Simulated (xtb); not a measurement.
C2H4O2, triplet, geometry from GFN2-xTB (a higher spin typed on purpose: for a closed-shell molecule this is an excited state); GFN2-xTB (xtb).

Input for xtb:
```
$ xtb mol.xyz --gfn 2 --uhf 2 --acc 1000 --json

# file mol.xyz
8

C     -1.29370611    -0.45495980     0.07134256
C      0.08819231     0.33727888     0.11862454
O      0.99930282    -0.36540853     0.85431055
O      0.29821376     0.79544544    -1.06284776
H     -2.03228451     0.19607021    -0.38031375
H     -1.19809768    -1.37897758    -0.49959502
H     -1.51107589    -0.65825986     1.11601260
H      1.59440817    -0.89304257     0.29239111
```

Q: What does xtb print? Leave out banner, timings and long lists.

A: 
```
   ID    Z sym.   atoms
    1    6 C      1, 2
    2    8 O      3, 4
    3    1 H      5-8

           -------------------------------------------------
          |                Calculation Setup                |
           -------------------------------------------------

           -------------------------------------------------
          |                 G F N 2 - x T B                 |
           -------------------------------------------------

          ...................................................
          :                      SETUP                      :
          :.................................................:
          :  # basis functions                  20          :
          :  # atomic orbitals                  20          :
          :  # shells                           12          :
          :  # electrons                        24          :
          :  max. iterations                   250          :
          :  Hamiltonian                  GFN2-xTB          :
          :  restarted?                      false          :
          :  GBSA solvation                  false          :
          :  PC potential                    false          :
          :  electronic temp.          300.0000000     K    :
          :  accuracy                 1000.0000000          :
          :  -> integral cutoff          0.2000000E+02      :
          :  -> integral neglect         0.1000000E-04      :
          :  -> SCF convergence          0.1000000E-02 Eh   :
          :  -> wf. convergence          0.1000000E+00 e    :
          :  Broyden damping             0.4000000          :
          :  net charge                          0          :
          :  unpaired electrons                  2          :
          ...................................................

 iter      E             dE          RMSdq      gap      omega  full diag
   1    -14.3775630 -0.143776E+02  0.387E+00    9.05       0.0  T
   2    -14.3810275 -0.346450E-02  0.221E+00    8.89       1.0  T
   3    -14.3729169  0.811059E-02  0.141E+00    9.19       1.0  T
   4    -14.3836961 -0.107793E-01  0.204E-01    9.07       1.0  T
   5    -14.3837368 -0.406936E-04  0.992E-02    9.06       1.0  T
   6    -14.3837426 -0.580881E-05  0.240E-02    9.06       1.5  T

   *** convergence criteria satisfied after 6 iterations ***

 transition dipole moment (au) for excitation:          12          13
     X       Y       Z
  -0.1170  -0.1763  -0.0474  total (au/Debye):    0.217   0.551
 dE (eV)             :    3.546
 oscillator strength :  0.57759E-02

         :::::::::::::::::::::::::::::::::::::::::::::::::::::
         ::                     SUMMARY                     ::
         :::::::::::::::::::::::::::::::::::::::::::::::::::::
         :: total energy             -14.277745221607 Eh    ::
         :: gradient norm              0.000215644258 Eh/a0 ::
         :: HOMO-LUMO gap              9.057887569353 eV    ::
         ::.................................................::
         :: SCC energy               -14.383742141910 Eh    ::
         :: -> isotropic ES            0.038774259691 Eh    ::
         :: -> anisotropic ES          0.000527221764 Eh    ::
         :: -> anisotropic XC          0.000395770949 Eh    ::
         :: -> dispersion             -0.002785653025 Eh    ::
         :: repulsion energy           0.105996920302 Eh    ::
         :: add. restraining           0.000000000000 Eh    ::
         :: total charge              -0.000000000000 e     ::
         :::::::::::::::::::::::::::::::::::::::::::::::::::::

           -------------------------------------------------
          |                Property Printout                |
           -------------------------------------------------

    * Orbital Energies and Occupations

         #    Occupation            Energy/Eh            Energy/eV
      -------------------------------------------------------------
         1        2.0000           -0.7262663             -19.7627
         2        2.0000           -0.7065500             -19.2262
         3        2.0000           -0.6490751             -17.6622
         4        2.0000           -0.6247856             -17.0013
         5        2.0000           -0.5839613             -15.8904
         6        2.0000           -0.5593318             -15.2202
         7        2.0000           -0.5542986             -15.0832
         8        2.0000           -0.5197804             -14.1439
         9        2.0000           -0.5065451             -13.7838
        10        2.0000           -0.4828385             -13.1387
        11        2.0000           -0.4698718             -12.7859
        12        1.0000           -0.4229832             -11.5100
        13        1.0000           -0.2926576              -7.9636 (HOMO)
        14                          0.0402136               1.0943 (LUMO)
        15                          0.0802121               2.1827
        16                          0.1280387               3.4841
        17                          0.1651639               4.4943
        18                          0.1914993               5.2110
        19                          0.2133757               5.8062
        20                          0.4104541              11.1690
      -------------------------------------------------------------
                  HL-Gap            0.3328712 Eh            9.0579 eV
             Fermi-level           -0.2863247 Eh           -7.7913 eV

     #   Z          covCN         q      C6AA      α(0)
     1   6 C        3.743    -0.084    22.174     6.718
     2   6 C        2.674     0.224    23.277     7.895
     3   8 O        1.657    -0.380    20.473     6.108
     4   8 O        0.857    -0.334    20.415     6.058
     5   1 H        0.925     0.086     1.915     2.164
     6   1 H        0.924     0.077     2.006     2.215
     7   1 H        0.925     0.100     1.781     2.087
     8   1 H        0.804     0.310     0.692     1.306

 Mol. C6AA /au·bohr⁶  :        550.436100
 Mol. C8AA /au·bohr⁸  :      11838.702602
 Mol. α(0) /au        :         34.550289

Wiberg/Mayer (AO) data.
largest (>0.10) Wiberg bond orders for each atom

 ---------------------------------------------------------------------------
     #   Z sym  total        # sym  WBO       # sym  WBO       # sym  WBO
 ---------------------------------------------------------------------------
     1   6 C    3.880 --     5 H    0.983     6 H    0.970     7 H    0.952
                             2 C    0.740     4 O    0.195
     2   6 C    3.356 --     4 O    1.513     3 O    1.054     1 C    0.740
     3   8 O    2.115 --     2 C    1.054     8 H    0.864     4 O    0.148
     4   8 O    1.899 --     2 C    1.513     1 C    0.195     3 O    0.148
     5   1 H    0.993 --     1 C    0.983
     6   1 H    0.994 --     1 C    0.970
     7   1 H    0.989 --     1 C    0.952
     8   1 H    0.902 --     3 O    0.864
 ---------------------------------------------------------------------------

Topologies differ in total number of bonds
Writing topology from bond orders to xtbtopo.mol

molecular dipole:
                 x           y           z       tot (Debye)
 q only:       -0.524      -0.843       0.345
   full:       -0.436      -1.083       0.201       3.012
molecular quadrupole (traceless):
                xx          xy          yy          xz          yz          zz
 q only:        3.851      -1.238      -0.168      -0.645       1.636      -3.684
  q+dip:        4.364      -1.771       0.250      -1.270       2.453      -4.613
   full:        4.942      -1.671      -0.003      -1.274       2.421      -4.939

           -------------------------------------------------
          | TOTAL ENERGY              -14.277745221607 Eh   |
          | GRADIENT NORM               0.000215644258 Eh/α |
          | HOMO-LUMO GAP               9.057887569353 eV   |
           -------------------------------------------------

normal termination of xtb
```
